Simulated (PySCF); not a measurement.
**Chlorine: highly charged ions in a basis for the neutral atom**

Cl⁷⁺ [Ne], Cl⁸⁺ [He] 2s2 2p5. Calculation: PySCF 2.14, in def2-TZVP (5s5p2d1f, 37 functions); no relativity, point nucleus. No spin-orbit coupling, so a gap to NIST mixes the basis error with missing relativistic terms.

Changed run: basis of the neutral atom used for a highly charged ion. This setting is unsound on purpose.

```tsv
species	method	sound run (hartree)	changed run (hartree)	converged
Cl⁷⁺	UHF	not run	-444.75393	yes
Cl⁷⁺	MN15	not run	-445.09778	yes
Cl⁷⁺	BP86	not run	-445.17667	yes
Cl⁸⁺	UHF	not run	-431.99008	yes
Cl⁸⁺	MN15	not run	-432.26010	yes
Cl⁸⁺	BP86	not run	-432.37045	yes
```

Ionisation energy of Cl⁷⁺:

```
method  changed run (eV)  NIST (eV)
   UHF            347.32     348.31
  MN15            349.33     348.31
  BP86            348.48     348.31
```

The contracted functions were made for the neutral atom and can be too rigid for a highly charged ion.
